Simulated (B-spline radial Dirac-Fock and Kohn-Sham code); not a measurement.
# Te: eigenvalues, ΔSCF and the reference

System: the free tellurium atom in the configuration 1s2 2s2 2p6 3s2 3p6 3d10 4s2 4p6 4d10 5s1 5p5 (not the ground configuration).

The density-functional columns are spherical, spin-unpolarised Dirac-Kohn-Sham results without Breit or QED terms: −ε is minus the orbital energy of the initial state and ΔSCF the difference of two total energies. The reference in the last column comes from multi-electron Dirac-Fock with separately optimised hole states, Breit and Lamb-shift corrections added in first order. All numbers are from a radial atomic solver, in eV; a selection of levels is shown. The Kohn-Sham columns are given as differences from the reference. For the 1s level of heavy atoms much of the gap between ΔSCF and the reference is the Breit and QED part, -109.1 eV here; for other levels the error of the functional can be larger.

```
     level  LDA −ε − DF  LDA ΔSCF − DF  Dirac-Fock
    K (1s)       -253.3          +98.3     31823.4
   L1 (2s)       -114.7          -52.8      4956.6
L2 (2p1/2)        -85.0           -7.5      4624.2
L3 (2p3/2)        -88.2          -15.8      4353.3
   M1 (3s)        -56.5          -36.0      1020.7
M2 (3p1/2)        -44.6          -23.4       884.1
M3 (3p3/2)        -44.1          -23.7       832.5
M4 (3d3/2)        -26.2           -3.4       593.6
M5 (3d5/2)        -26.5           -4.0       583.2
N2 (4p1/2)        -17.9           -9.2       140.2
N4 (4d3/2)         -7.2           +0.5       51.03
N5 (4d5/2)         -7.2           +0.4       49.57
   O1 (5s)         -5.6           -1.1       21.69
 O2,3 (5p)         -2.2           +1.6        8.90
```

Values without a named source are computed, but for edge energies of neutral atoms, which are taken from tables.
